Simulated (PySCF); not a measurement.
Computed isotropic EPR data: UKS B3LYP (pcH-1 on C H N O Si) in PySCF, non-relativistic with spin–orbit coupling as a perturbation, on GFN2-xTB geometries; isolated species, one conformer each; SCF stability not tested. Magnitudes for isotopes of over 50 % abundance, averaged over nuclei equivalent by connectivity (but not across a short bond from an atom whose three angles sum to over 350°); splittings under 0.05 mT are left out. A main spin site holds 60 % or more of the largest population. Couplings are sensitive to structure, and on GFN2-xTB geometries they can be far from those on DFT ones.

Problem. Match radicals and spectra.

1. `N#C[C]1OC[C@@H]1C#N` [radical]
2. `[SiH3][C@@H]1C=[C][SiH2]1` [radical]
3. `C1=C[SiH2][C]1[SiH3]` [radical]

A. g = 2.0026; 1 × 1H 12.2 G, 3 × 1H 1.2 G, 1 × 1H 0.8 G, 1 × 1H 0.8 G; width 1.8 mT
B. g = 2.0036; 1 × 1H 22.6 G, 1 × 14N 3.2 G, 1 × 1H 2.6 G, 1 × 1H 2.6 G; width 3.4 mT
C. g = 2.0027; 1 × 1H 13.9 G, 3 × 1H 10.7 G, 1 × 1H 3.5 G, 2 × 1H 0.8 G; width 5.1 mT

Solution. 1–B, 2–A, 3–C.

1. The largest Mulliken spin population is on carbon bonded to 2 C and O (0.65). The largest splitting, a 1:1 doublet of 2.26 mT, comes from one 1H nucleus (β, 2 bonds from the main spin site); 24 first-order lines in all.
2. The largest Mulliken spin population is on carbon bonded to C and Si (0.91). The largest splitting, a 1:1 doublet of 1.22 mT, comes from one 1H nucleus (2 bonds from the main spin site, on an atom of spin population -0.11); 32 first-order lines in all.
3. The largest Mulliken spin population is on carbon bonded to C and 2 Si (0.67). The largest splitting, a 1:1 doublet of 1.39 mT, comes from one 1H nucleus (1 bond from a main spin site); 48 first-order lines in all.

Means can hide wide spreads in the frozen geometry: [SiH3][C]1C=C[SiH2]1, 3 × 1H from -1 to 46 MHz (mean 30).
